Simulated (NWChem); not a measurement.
C2H7BO; SMILES CB(C)O

```xyz
11

B      0.0773    -0.0135    -0.0031
C     -0.7067     1.3609     0.0012
H     -1.5006     1.3622     0.7660
H     -1.2244     1.4865    -0.9661
H     -0.0773     2.2520     0.1590
C     -0.6737    -1.3981    -0.0033
H     -1.1042    -1.5732     0.9991
H     -0.0082    -2.2428    -0.2329
H     -1.5252    -1.4086    -0.7025
O      1.4378    -0.0515    -0.0021
H      1.8323     0.8264     0.0222
```
Atoms are numbered in this order, from 1.

All runs: NWChem. Pople sets run with spherical d functions. Coordinates come from a PBE0/def2-SVP optimisation. Ions are spin-unrestricted doublets at the neutral geometry. Hybrids' shares of exact exchange are those that their runs print; pure functionals count as 0. The functionals differ in more than this share.

```
row               share of exact exchange  ΔSCF ionisation energy minus −ε(HOMO) (eV)
----------------  -----------------------  ------------------------------------------
PBE/6-31G*                           0.00                                        3.47
B3LYP/6-31G*                         0.20                                    withheld
PBE0/6-31G*                          0.25                                        2.34
BHandHLYP/6-31G*                     0.50                                        1.16
```

Q: Fit a straight line of the last column on the one before it, predict the withheld value, and compare with the run.

A: 
1. Means of the 3 shown rows: x = 0.250, y = 2.323. Slope Σ(x − x̄)(y − ȳ)/Σ(x − x̄)² = -0.5775/0.1250 = -4.620; intercept 3.478.
2. The shown rows scatter about the line by 0.012 (root mean square); the largest residual is +0.02, at PBE0/6-31G*.
3. At x = 0.20 (B3LYP/6-31G*; inside the shown range) the line gives 2.55.
4. The run gives 2.57, +0.02 from the line. The line crosses zero at a share of 0.75, outside the shown range.
